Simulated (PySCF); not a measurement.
C$_{3}$H$_{10}$Si, singlet, geometry from GFN2-xTB; B3LYP/STO-3G (PySCF).

Input for PySCF:
```python
from pyscf import gto, scf, dft

mol = gto.M(
    atom='''
Si    0.042276    0.174106    0.357680
C    -0.946773    1.323303   -0.793067
C     1.759986   -0.153379   -0.394195
C    -0.887149   -1.474418    0.561715
H     0.198179    0.816165    1.676717
H    -1.082073    0.882450   -1.776987
H    -1.933493    1.531068   -0.390131
H    -0.442258    2.275261   -0.928633
H     2.350852   -0.806272    0.241215
H     1.684992   -0.627132   -1.369230
H     2.317264    0.769795   -0.521987
H    -1.021120   -1.977604   -0.392021
H    -1.872706   -1.321189    0.991059
H    -0.347882   -2.153061    1.215759
''',
    basis='sto-3g',
    charge=0,
    spin=0,
    verbose=4,
)

mf = dft.RKS(mol)
mf.xc = 'b3lyp'
mf.kernel()
```

Output, abridged:

```
PySCF version 2.14.0

[INPUT] verbose = 4
[INPUT] num. atoms = 14
[INPUT] num. electrons = 42
[INPUT] charge = 0
[INPUT] spin (= nelec alpha-beta = 2S) = 0
[INPUT] symmetry False subgroup None
[INPUT] Mole.unit = angstrom
[INPUT] Symbol           X                Y                Z      unit          X                Y                Z       unit  Magmom
[INPUT]  1 Si     0.042276000000   0.174106000000   0.357680000000 AA    0.079890061642   0.329012656644   0.675917240234 Bohr   0.0
[INPUT]  2 C     -0.946773000000   1.323303000000  -0.793067000000 AA   -1.789141672133   2.500680249815  -1.498679428430 Bohr   0.0
[INPUT]  3 C      1.759986000000  -0.153379000000  -0.394195000000 AA    3.325891523069  -0.289844303260  -0.744920589673 Bohr   0.0
[INPUT]  4 C     -0.887149000000  -1.474418000000   0.561715000000 AA   -1.676468641682  -2.786246213129   1.061487510060 Bohr   0.0
[INPUT]  5 H      0.198179000000   0.816165000000   1.676717000000 AA    0.374504033640   1.542328322456   3.168535918402 Bohr   0.0
[INPUT]  6 H     -1.082073000000   0.882450000000  -1.776987000000 AA   -2.044821616786   1.667588818622  -3.358018756912 Bohr   0.0
[INPUT]  7 H     -1.933493000000   1.531068000000  -0.390131000000 AA   -3.653772233764   2.893299198086  -0.737240742703 Bohr   0.0
[INPUT]  8 H     -0.442258000000   2.275261000000  -0.928633000000 AA   -0.835746496398   4.299620151904  -1.754862040233 Bohr   0.0
[INPUT]  9 H      2.350852000000  -0.806272000000   0.241215000000 AA    4.442466439386  -1.523633261905   0.455830287137 Bohr   0.0
[INPUT] 10 H      1.684992000000  -0.627132000000  -1.369230000000 AA    3.184173402083  -1.185107723951  -2.587469701538 Bohr   0.0
[INPUT] 11 H      2.317264000000   0.769795000000  -0.521987000000 AA    4.378994318314   1.454701722060  -0.986412470583 Bohr   0.0
[INPUT] 12 H     -1.021120000000  -1.977604000000  -0.392021000000 AA   -1.929637140316  -3.737129942844  -0.740812325078 Bohr   0.0
[INPUT] 13 H     -1.872706000000  -1.321189000000   0.991059000000 AA   -3.538901451830  -2.496685368788   1.872830083285 Bohr   0.0
[INPUT] 14 H     -0.347882000000  -2.153061000000   1.215759000000 AA   -0.657401703666  -4.068695619482   2.297451543475 Bohr   0.0

nuclear repulsion = 173.767298081441
number of shells = 24
number of NR pGTOs = 102
number of NR cGTOs = 34
basis = sto-3g
ecp = {}

******** <class 'pyscf.dft.rks.RKS'> ********
method = RKS
initial guess = minao
damping factor = 0
level_shift factor = 0
DIIS = <class 'pyscf.scf.diis.CDIIS'>
diis_start_cycle = 1
diis_space = 8
diis_damp = 0
SCF conv_tol = 1e-09
SCF conv_tol_grad = None
SCF max_cycles = 50
direct_scf = True
direct_scf_tol = 1e-13
XC library pyscf.dft.libxc version 7.1.2
    S. Lehtola, C. Steigemann, M. J. T. Oliveira, and M. A. L. Marques,  SoftwareX 7, 1–5 (2018)
XC functionals = b3lyp
    P. J. Stephens, F. J. Devlin, C. F. Chabalowski, and M. J. Frisch,  J. Phys. Chem. 98, 11623 (1994)
radial grids:
    Treutler-Ahlrichs [JCP 102, 346 (1995); DOI:10.1063/1.469408] (M4) radial grids

becke partition: Becke, JCP 88, 2547 (1988); DOI:10.1063/1.454033
pruning grids: <function nwchem_prune>
grids dens level: 3
symmetrized grids: False
atomic radii adjust function: <function treutler_atomic_radii_adjust>
small_rho_cutoff = 0
Set gradient conv threshold to 3.16228e-05
Initial guess from minao.
tot grids = 159616
init E= -404.838273220887
  HOMO = -0.331005367196342  LUMO = 0.163083966305246  gap/eV = 13.44486
cycle= 1 E= -405.081558959087  delta_E= -0.243  |g|= 0.35  |ddm|= 4.09
  HOMO = -0.213488453865683  LUMO = 0.322077632020658  gap/eV = 14.57350
cycle= 2 E= -405.088379169553  delta_E= -0.00682  |g|= 0.318  |ddm|= 0.904
  HOMO = -0.24610425406171  LUMO = 0.294835950240139  gap/eV = 14.71973
cycle= 3 E= -405.120176689112  delta_E= -0.0318  |g|= 0.00599  |ddm|= 0.435
  HOMO = -0.246379591229224  LUMO = 0.294121699932206  gap/eV = 14.70779
cycle= 4 E= -405.120193615953  delta_E= -1.69e-05  |g|= 0.00129  |ddm|= 0.0161
  HOMO = -0.246529558665678  LUMO = 0.294134518896341  gap/eV = 14.71222
cycle= 5 E= -405.120194489336  delta_E= -8.73e-07  |g|= 0.000231  |ddm|= 0.00317
  HOMO = -0.24646273847067  LUMO = 0.294220927032856  gap/eV = 14.71275
cycle= 6 E= -405.120194511134  delta_E= -2.18e-08  |g|= 2.35e-05  |ddm|= 0.000442
  HOMO = -0.246467108067359  LUMO = 0.294215023826154  gap/eV = 14.71271
cycle= 7 E= -405.120194511336  delta_E= -2.02e-10  |g|= 1.7e-06  |ddm|= 4.23e-05
  HOMO = -0.246466779247044  LUMO = 0.294215143967359  gap/eV = 14.71270
Extra cycle  E= -405.120194511338  delta_E= -1.36e-12  |g|= 7.9e-07  |ddm|= 4.43e-06
converged SCF energy = -405.120194511338
```
